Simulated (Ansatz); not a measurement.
Input and output for C3H5Br (`C=CCBr`).

```yaml
crystal:
  periodic: [false, false, false]
  atoms:
    - {symbol: C, position_ang: [-0.236510, 1.444487, -0.443675]}
    - {symbol: C, position_ang: [0.386467, 0.180618, -0.378768]}
    - {symbol: C, position_ang: [0.163335, -0.814237, 0.604747]}
    - {symbol: Br, position_ang: [-0.618684, -2.583888, -0.076388]}
    - {symbol: H, position_ang: [-0.130669, 1.919258, -1.137323]}
    - {symbol: H, position_ang: [-0.988649, 1.598198, 0.187396]}
    - {symbol: H, position_ang: [1.131568, -0.177999, -1.197038]}
    - {symbol: H, position_ang: [-0.664275, -0.574669, 1.359957]}
    - {symbol: H, position_ang: [0.985375, -1.007862, 1.016517]}
basis:
  gaussian: {orbitals: def2-TZVPD}
total_charge: 1
magnetization: {spin_polarized: true, initial_magnetization: 1}
hamiltonian: {xc: {name: wB97M-V}}
output: {forces: true}
```

```sh
$ ansatz run in.yaml --threads 4 --pin off --events-out ev --progress --plain --max-ram 10444MiB
```

Output, abridged:

```
Functional definition: wB97M-V
1226 factors; their error is unknown
390 factors; integrals over basis functions are off by at most 2.6e-5 eV
mean field evaluation 1: about -73210.1286 eV, gradient 4.5e1 eV
mean field evaluation 2: about -73204.9847 eV, gradient 5.3e1 eV
mean field evaluation 4: about -73220.5124 eV, gradient 2.8e0 eV
mean field evaluation 8: about -73220.6163 eV, gradient 4.9e-1 eV
mean field evaluation 16: about -73220.9857 eV, gradient 8.7e-2 eV
mean field -73221.14559023 eV, -2690.8274693659 hartree, gradient 2.2e-5 eV, S^2 0.758213; 4 other end points of the search recorded, 0 dependent functions left out
reference -73221.14564280 eV, -2690.8274712977 hartree; 29, 28 occupied and 184, 185 virtual orbitals, 1226 factors
Total energy: -73221.14564280 eV, -2690.8274712977 hartree
Atom 0 at    -0.236510     1.444487    -0.443675 Å, force     0.025647   -11.441659    10.687064 eV/Å
Atom 1 at     0.386467     0.180618    -0.378768 Å, force     1.400917    -0.903751    -2.787269 eV/Å
Atom 2 at     0.163335    -0.814237     0.604747 Å, force    -9.240820     0.985561    -0.853312 eV/Å
Atom 3 at    -0.618684    -2.583888    -0.076388 Å, force     0.859771     1.305976    -0.163598 eV/Å
Atom 4 at    -0.130669     1.919258    -1.137323 Å, force     2.556424    10.117312   -13.701151 eV/Å
Atom 5 at    -0.988649     1.598198     0.187396 Å, force    -2.839234     1.072072     2.829362 eV/Å
Atom 6 at     1.131568    -0.177999    -1.197038 Å, force    -1.236013     1.148241     1.287955 eV/Å
Atom 7 at    -0.664275    -0.574669     1.359957 Å, force     1.550710     0.038472    -0.921915 eV/Å
Atom 8 at     0.985375    -1.007862     1.016517 Å, force     6.922599    -2.322224     3.622863 eV/Å
Dipole moment:     0.364387     1.696162    -0.064250 e Å
```

Hardware: 4 threads of an Intel Xeon Platinum 8488C on a shared host. Wall time 30 s, peak host memory 1.4 GiB.
